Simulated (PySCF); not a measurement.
A structure optimised at B3LYP-D3(BJ)/def2-SVP, used in a PySCF frequency run:

```xyz
6

Ga     0.0000     0.0000    -0.7982
H      0.0000     0.0000    -2.3601
Se     0.0000    -2.0408     0.3492
H      0.0000    -1.4061     1.6815
Se     0.0000     2.0408     0.3492
H      0.0000     1.4061     1.6815
```

Problem. Write its SMILES, formula and point group.

Solution. [SeH][GaH][SeH], GaH3Se2, C2v

Problem. What are its rotational constants (standard atomic weights)?

Solution. 6.7388, 0.76369, 0.68595 GHz
